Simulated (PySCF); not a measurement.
## Basis and Hamiltonian dependence of the excitation energy of Al

Al [Ne] 3s2 3p1 (2P) → Al [Ne] 3s1 3p2 (4P). Calculated with PySCF 2.14 from differences of total energies of unrestricted determinants, without spin-orbit coupling. Values in eV.

| basis | Hamiltonian | functions | UHF | PBE | PBE0 | MP2 (valence) | CCSD(T) (valence) | CCSD(T) (valence and next inner shell) |
| --- | --- | --- | --- | --- | --- | --- | --- | --- |
| x2c-TZVPPall | spin-free X2C | 42 | 2.435 | 3.595 | 3.474 | 3.157 | 3.456 | 3.561 |
| def2-TZVPPD | non-relativistic | 48 | 2.409 | 3.564 | 3.444 | 3.135 | 3.432 | 3.537 |
| dyall-av2z | non-relativistic | 50 | 2.414 | 3.574 | 3.451 | 3.069 | 3.411 | n/a |
| x2c-TZVPPall with one added diffuse shell each of s, p, d type | spin-free X2C | 51 | 2.437 | 3.600 | 3.477 | 3.163 | 3.459 | 3.565 |
| aug-cc-pV(T+d)Z | non-relativistic | 55 | 2.410 | 3.572 | 3.449 | 3.143 | 3.439 | n/a |
| x2c-QZVPPall | spin-free X2C | 70 | 2.416 | 3.590 | 3.464 | 3.198 | 3.465 | 3.585 |
| aug-cc-pV(T+d)Z with one added diffuse shell each of s, p, d, f type | non-relativistic | 71 | 2.410 | n/a | n/a | 3.144 | 3.439 | n/a |
| aug-cc-pCVTZ-DK | spin-free X2C | 75 | 2.437 | 3.603 | 3.479 | 3.175 | 3.467 | 3.567 |
| def2-QZVPPD | non-relativistic | 76 | 2.387 | 3.559 | 3.434 | 3.170 | 3.438 | 3.557 |
| aug-cc-pVQZ-DK | spin-free X2C | 84 | 2.419 | 3.594 | 3.468 | 3.196 | 3.464 | n/a |
| aug-cc-pV(Q+d)Z | non-relativistic | 89 | 2.390 | 3.563 | 3.437 | 3.169 | 3.437 | n/a |
| aug-cc-pCVTZ-DK with one added diffuse shell each of s, p, d, f type | spin-free X2C | 91 | 2.437 | 3.603 | 3.479 | 3.175 | 3.467 | 3.567 |
| dyall-acv3z | spin-free X2C | 113 | 2.416 | 3.592 | 3.466 | 3.174 | 3.458 | n/a |
| aug-cc-pV(Q+d)Z with one added diffuse shell each of s, p, d, f, g type | non-relativistic | 114 | 2.390 | 3.563 | 3.437 | 3.169 | n/a | n/a |

Frozen in the all-electron rows: valence and next inner shell: 1s2; valence: [Ne].

Reference for a calculation without spin-orbit coupling: 3.598 eV (measured, between term centres; NIST).
